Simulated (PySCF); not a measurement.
From one molecule to another.

First species: C5H6FP.
Numbering: `[CH:1]#[C:2][CH2:3]/[P:4]=[C:5](/[CH3:6])[F:7]` (hydrogens: H8 on C1; H9, H10 on C3; H11, H12, H13 on C6)

Second species: C6H8F2O.
SMILES: `O=C=C(CF)CCCF`

Levels: PBE0/def2-SVPD for dipole moment, HOMO energy, LUMO energy, HOMO–LUMO gap, static isotropic polarisability and electronic spatial extent ⟨r²⟩ about the centre of nuclear charge; TDDFT PBE0/def2-SVPD for lowest singlet excitation; TDA PBE0/def2-SVPD for lowest triplet excitation (Tamm–Dancoff); GFN2-xTB for rotational constant A and rotational constant C. Geometries: GFN2-xTB. All species are isolated and taken at one optimised geometry, non-relativistic unless stated. Electronic properties by PySCF.

Dipoles, sizes and rotational constants follow the conformer. The torsions of the flexible species, by atom-mapped SMILES:
- `[CH:1]#[C:2][CH2:3]/[P:4]=[C:5](/[CH3:6])[F:7]`: C2–C3–P4–C5 75°
- `[O:1]=[C:2]=[C:3]([CH2:4][F:5])[CH2:6][CH2:7][CH2:8][F:9]`: C2–C3–C4–F5 -92°, C2–C3–C6–C7 101°, C3–C6–C7–C8 177°, C6–C7–C8–F9 63°

```
                                                         property    column X   column Y
                                                    dipole moment      2.39 D     1.16 D
                                                      HOMO energy    -7.09 eV   -6.96 eV
                                                      LUMO energy    -1.25 eV   -1.45 eV
                                                    HOMO–LUMO gap     5.84 eV    5.51 eV
                                        lowest singlet excitation     3.74 eV    4.70 eV
                         lowest triplet excitation (Tamm–Dancoff)     3.35 eV    2.70 eV
                                  static isotropic polarisability     77.0 au    86.3 au
electronic spatial extent ⟨r²⟩ about the centre of nuclear charge  1595 bohr²  991 bohr²
                                            rotational constant A   2.111 GHz  3.642 GHz
                                            rotational constant C   0.667 GHz  1.234 GHz
```

Which column belongs to which species?

Column X is the second species and column Y the first. The first has 13 atoms and 60 electrons, the second 17 and 70.

How does each property change from the first species to the second?

dipole moment +1.23 D; HOMO energy -0.13 eV; LUMO energy +0.20 eV; HOMO–LUMO gap +0.33 eV; lowest singlet excitation -0.96 eV; lowest triplet excitation (Tamm–Dancoff) +0.65 eV; static isotropic polarisability -9.3 au; electronic spatial extent ⟨r²⟩ about the centre of nuclear charge +604 bohr²; rotational constant A -1.531 GHz; rotational constant C -0.567 GHz.

On the first: S1 lies 0.81 eV below the HOMO–LUMO gap; its leading configuration is HOMO−1→LUMO, weight 0.71. The principal polarisabilities are 66.7, 86.0 and 106.2 au; their mean is the isotropic value.

On the second: S1 lies 2.10 eV below the HOMO–LUMO gap; its leading configuration is HOMO→LUMO, weight 0.99. The vertical singlet–triplet gap S1 − T1 is 0.39 eV (TDDFT singlet less Tamm–Dancoff triplet; S1: HOMO→LUMO, weight 0.99; T1: HOMO→LUMO, weight 0.99).
